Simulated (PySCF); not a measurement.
# `C/C=N\N=C/C(C)C`, C6H12N2

Molfile (atoms numbered from 1):
```
C6H12N2
     RDKit          3D

 20 19  0  0  0  0  0  0  0  0999 V2000
    2.8300    0.7881    0.4164 C   0  0  0  0  0  0  0  0  0  0  0  0
    2.4009   -0.5164    1.0134 C   0  0  0  0  0  0  0  0  0  0  0  0
    1.5326   -1.3080    0.5505 N   0  0  0  0  0  0  0  0  0  0  0  0
    0.9342   -1.2988   -0.5916 N   0  0  0  0  0  0  0  0  0  0  0  0
   -0.2296   -0.9104   -0.8902 C   0  0  0  0  0  0  0  0  0  0  0  0
   -1.1814   -0.1485   -0.0080 C   0  0  0  0  0  0  0  0  0  0  0  0
   -1.3562    1.2744   -0.5446 C   0  0  0  0  0  0  0  0  0  0  0  0
   -2.5269   -0.8721    0.0457 C   0  0  0  0  0  0  0  0  0  0  0  0
    3.9100    0.7976    0.2759 H   0  0  0  0  0  0  0  0  0  0  0  0
    2.3446    0.9446   -0.5448 H   0  0  0  0  0  0  0  0  0  0  0  0
    2.5727    1.6092    1.0857 H   0  0  0  0  0  0  0  0  0  0  0  0
    2.8739   -0.8247    1.9364 H   0  0  0  0  0  0  0  0  0  0  0  0
   -0.5658   -1.1516   -1.8904 H   0  0  0  0  0  0  0  0  0  0  0  0
   -0.7558   -0.1012    1.0013 H   0  0  0  0  0  0  0  0  0  0  0  0
   -2.0483    1.8308    0.0839 H   0  0  0  0  0  0  0  0  0  0  0  0
   -0.4038    1.8006   -0.5595 H   0  0  0  0  0  0  0  0  0  0  0  0
   -1.7528    1.2497   -1.5577 H   0  0  0  0  0  0  0  0  0  0  0  0
   -2.9612   -0.9350   -0.9503 H   0  0  0  0  0  0  0  0  0  0  0  0
   -3.2196   -0.3366    0.6915 H   0  0  0  0  0  0  0  0  0  0  0  0
   -2.4027   -1.8810    0.4333 H   0  0  0  0  0  0  0  0  0  0  0  0
  1  2  1  0
  2  3  2  0
  3  4  1  0
  4  5  2  0
  5  6  1  0
  6  7  1  0
  6  8  1  0
  1  9  1  0
  1 10  1  0
  1 11  1  0
  2 12  1  0
  5 13  1  0
  6 14  1  0
  7 15  1  0
  7 16  1  0
  7 17  1  0
  8 18  1  0
  8 19  1  0
  8 20  1  0
M  END
```

Computed with PySCF, GIAO KT2/6-31G* magnetisability, rotational g tensor and spin-rotation constants, non-relativistic, gas phase. Geometry: GFN2-xTB.

Question: Give the nuclear spin-rotation constants along the inertial axes (H = +C I·J) beside the isotropic shieldings.

Answer: Rotational constants 3.5942, 1.1536, 1.0035 GHz. A star marks the isotopologue with that one atom substituted, in its own axes.
| atom | isotope | Caa (kHz) | Cbb (kHz) | Ccc (kHz) | mean (kHz) | σ (ppm) |
| --- | --- | --- | --- | --- | --- | --- |
| N3 | 14N | 0.688 | 0.170 | 0.162 | 0.340 | -53.3 |
| N4 | 14N | 0.766 | 0.114 | 0.178 | 0.353 | -44.9 |
| H9 | 1H | 0.057 | -0.133 | -0.105 | -0.060 | 30.9 |
| H10 | 1H | -0.229 | -0.121 | -0.027 | -0.126 | 30.5 |
| H11 | 1H | -0.416 | -0.034 | -0.061 | -0.170 | 30.9 |
| H12 | 1H | -0.093 | -0.110 | 0.002 | -0.067 | 26.3 |
| H13 | 1H | -0.177 | -0.123 | 0.034 | -0.089 | 26.5 |
| H14 | 1H | -0.233 | -0.131 | 0.002 | -0.120 | 29.7 |
| H15 | 1H | -0.280 | -0.090 | -0.050 | -0.140 | 31.3 |
| H16 | 1H | -0.053 | -0.087 | -0.115 | -0.085 | 31.2 |
| H17 | 1H | -0.275 | -0.132 | -0.019 | -0.142 | 31.4 |
| H18 | 1H | -0.216 | -0.144 | -0.026 | -0.129 | 31.5 |
| H19 | 1H | -0.268 | -0.099 | -0.047 | -0.138 | 31.3 |
| H20 | 1H | -0.383 | 0.008 | -0.102 | -0.159 | 31.1 |
| C1 | 13C* | 0.495 | 0.137 | 0.114 | 0.249 | 180.7 |
| C2 | 13C* | 0.941 | 0.303 | 0.269 | 0.504 | 87.8 |
| C5 | 13C* | 1.098 | 0.239 | 0.330 | 0.556 | 77.9 |
| C6 | 13C* | 0.587 | 0.168 | 0.137 | 0.297 | 164.8 |
| C7 | 13C* | 0.501 | 0.138 | 0.149 | 0.263 | 172.8 |

For the geometry as given, no vibrational averaging.
